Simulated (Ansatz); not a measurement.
Species: H5B2N, SMILES `BBN` (charge 0, multiplicity 1).

Give a relaxed geometry from PBE0-D3(BJ)/def2-TZVP in Ansatz (a first-principles code).

Several could match; the one computed here: the end point of this relaxation, one of several conformers (outside a Z-matrix the atoms follow the SMILES, hydrogens last).
Z-matrix (Å, degrees):
```
B
N 1 1.3907
H 2 1.0055 1 124.01
H 2 1.0057 3 113.13 1 -179.99
H 1 1.2104 2 116.11 3 -179.98
B 1 1.6636 5 114.97 2 179.99
H 6 1.2010 1 122.18 5 86.95
H 6 1.2010 7 115.38 1 174.31
```
